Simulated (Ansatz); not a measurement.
```xyz
9

C     1.0453   -0.3282   -0.7998
Ta   -0.4199    0.5780    0.4652
N    -1.5229   -0.7470    0.7689
Cl    0.6333    1.2094    2.4132
Cl   -1.4654    2.2317   -0.7491
H     0.5834   -0.7142   -1.7136
H     1.5278   -1.1689   -0.2920
H     1.8098    0.4092   -1.0717
H    -2.1916   -1.4700    0.9788
```

Charge 0, multiplicity 1. Ta takes the def2 core potential.

Q: List the PBE/def2-TZVPP orbital energies in eV (Ansatz). (Estimate.)

A: The calculation gave: Occupied: -2739.09, -2739.09, -380.25, -268.71, -249.67, -249.67, -190.29, -190.29, -190.24, -190.24, -190.21, -190.21, -71.53, -38.74, -38.66, -38.41, -20.29, -20.09, -19.22, -17.00, -11.19, -10.19, -10.14, -9.78, -9.41, -8.68, -8.61, -8.38, -8.16, -7.58, -7.01, -6.88. Lowest empty: -2.86, -2.39, -1.37, -0.75, -0.55, -0.48, 1.09, 1.45.
